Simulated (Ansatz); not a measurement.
Cost and result up the ladder for Sn6S6 (12 atoms). The state is a singlet with charge 0. Geometry: PBE-D4/def2-SVP.

```xyz
12

Sn   -0.824   -2.053    0.690
Sn    1.621    0.040    2.820
Sn   -1.313    1.712    0.842
Sn   -2.136   -0.120   -2.452
Sn    2.692   -0.889   -0.502
Sn    1.088    1.489   -2.210
S    -1.279    2.310   -2.029
S     1.540    1.450    0.447
S     0.342   -1.150   -1.796
S     1.988   -2.197    1.523
S    -2.827   -0.289   -0.016
S    -0.890   -0.304    2.683
```

Ansatz on 4 threads of Arm Neoverse V2 on a shared host. Times are rough, and most runs start from the orbitals of an earlier one. PBE0-D4/def2-SVP serves as the yardstick here, not as an exact answer. Binding counts from free atoms at the same level (Sn triplet, S triplet; other spins of the atoms weren't run), without zero-point energy or a counterpoise term.

In the def2 sets Sn takes a core potential; there is no spin–orbit coupling. Correlated methods freeze 54 core orbitals; core or outer-core shells of Sn are correlated, in sets that lack core-valence functions. The structure comes from a short search, and lower isomers may exist.

Correlated methods converge slowly with the basis, most of all in double-zeta sets.

| level | functions | wall time |
| --- | --- | --- |
| PBE-D4/def2-SVP (with forces) | 264 | 13 s |
| MP2/def2-SVP | 264 | 28 s |
| r2SCAN-D4/def2-SVP | 264 | 31 s |
| PBE0-D4/def2-SVP | 264 | 32 s |

Task: Estimate what each level gives for the binding energy per atom (eV).

Result: 
```json
{"level": "PBE-D4/def2-SVP (with forces)", "binding energy per atom (eV)": "3.54", "difference from PBE0-D4/def2-SVP (eV)": "0.18"}
{"level": "MP2/def2-SVP", "binding energy per atom (eV)": "2.96", "difference from PBE0-D4/def2-SVP (eV)": "-0.40"}
{"level": "r2SCAN-D4/def2-SVP", "binding energy per atom (eV)": "3.35", "difference from PBE0-D4/def2-SVP (eV)": "-0.01"}
{"level": "PBE0-D4/def2-SVP", "binding energy per atom (eV)": "3.36", "difference from PBE0-D4/def2-SVP (eV)": "0.00"}
```
